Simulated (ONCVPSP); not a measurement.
# Configuration tests for mercury (Hg) (ONCV)

* Element: Hg
* Generator: ONCVPSP 4.0.1
* Type: optimised norm-conserving Vanderbilt (ONCV)
* Functional: PBE
* Relativity: scalar-relativistic
* Frozen core: [Kr] 4d10
* Valence charge: 34
* Reference configuration: 4f14 5s2 5p6 5d10 6s2
* Partial waves: 5s+6s: rc 1.70 bohr, ncon 4, nbas 7, qcut 5.4 1/bohr, 2 projectors; 5p: rc 1.25 bohr, ncon 4, nbas 9, qcut 8.6 1/bohr, 2 projectors, debl 2.7 Ha; 5d: rc 1.75 bohr, ncon 4, nbas 8, qcut 10.2 1/bohr, 3 projectors, debl 0.8 Ha; 4f: rc 0.45 bohr, ncon 4, nbas 9, qcut 21.5 1/bohr, 2 projectors, debl 1 Ha
* Local potential: polynomial inside 0.30 bohr (lpopt 5, dvloc0 4 Ha)
* Core correction: none

In the f channel the program set the typed energies aside and used -3.524, 0.250 Ha.

Energies are relative to the spin-unpolarised reference configuration 4f14 5s2 5p6 5d10 6s2; without spin polarisation the order of configurations can differ from experiment.

(1) Give the all-electron excitation energy and the error of the potential for: 4f14 5s2 5p6 5d10 6s1; 4f14 5s2 5p6 5d10 6s0; 4f14 5s2 5p6 5d9 6s0; 4f13 5s2 5p6 5d10 6s2.

Note: ghosts flagged at negative energy: s at -3079.5 eV, s at -374.9 eV, p at -1989.2 eV, d at -518.8 eV; GHOST(+) flagged for p at 222.2 eV. A true bound ghost makes a file unfit for plane-wave use.

Results:

(1)

```
valence configuration  charge  ΔE all-electron (eV)  error AE − PS (meV)
4f14 5s2 5p6 5d10 6s1      +1                10.688                 -6.6
4f14 5s2 5p6 5d10 6s0      +2                29.663                  -26
 4f14 5s2 5p6 5d9 6s0      +3                65.190                  -30
4f13 5s2 5p6 5d10 6s2      +1               108.209                 -397
```
